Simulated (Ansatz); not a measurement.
Compare A (`O[SiH]1C=C1`) with its isomer B (`O=C=C[SiH3]`).

Computed with Ansatz on PBE0-D4/def2-TZVP structures; ΔE is electronic, products minus reactants. CCSD(T)/CBS adds triple-zeta CCSD(T) − MP2 to the extrapolated MP2 energy (def2 sets, frozen cores). Functionals use def2-TZVPP. B3LYP here is the variant with VWN-RPA as its local correlation; programs differ in this. One conformer a species, not always the lowest.

A:

Z-matrix (Å, degrees):
```
Si
C 1 1.791
C 1 1.791 2 44.2
O 1 1.640 2 125.2 3 -106.6
H 1 1.472 2 124.2 3 106.0
H 2 1.085 1 158.8 3 177.9
H 3 1.085 1 158.8 2 -177.8
H 4 0.959 1 117.0 2 27.4
```

B:

```xyz
8

O    -1.985    0.986   -1.601
C    -0.950    0.611   -1.249
C     0.205    0.181   -0.815
Si    0.392   -0.374    0.937
H     1.026    0.168   -1.522
H     0.821   -1.796    0.996
H     1.413    0.445    1.642
H    -0.921   -0.221    1.611
```

Task: Which is lower in electronic energy at CCSD(T)/CBS, and by how much? (An estimate is asked.)

Result: Ansatz gave: A, by 37.0 kJ/mol.

Task: Give E(B) − E(A) in kJ/mol with ωB97M-V, r2SCAN-D4, HF/def2-TZVPP, CCSD(T)/def2-TZVPP, B3LYP, BLYP-D4, PBE0-D4. (An estimate is asked.)

Result: Ansatz gave: ωB97M-V 26.9, r2SCAN-D4 13.2, HF/def2-TZVPP 9.4, CCSD(T)/def2-TZVPP 25.7, B3LYP 5.2, BLYP-D4 -7.6, PBE0-D4 20.1. The order is the other way round with BLYP-D4.

Task: Does the order hold for the free energy at 298.15 K (harmonic terms from PBE0-D4)? (Best estimate.)

Result: Computed: Yes: G(B) − G(A) = +20.2 kJ/mol, for one conformer each.

Largest T1 diagnostic: 0.016.

Leaving LDA and LC-ωPBE aside and taking each functional with its dispersion term where it has one, the values, not all of them listed here, spread over 37.9 kJ/mol, from BLYP-D4 to PBE-QIDH. LDA lies +18.2 kJ/mol from PBE without D4. From BLYP to BHLYP (50 % exact exchange), in def2-TZVPP and without D4, E(B) − E(A) moves by +28.2 kJ/mol.
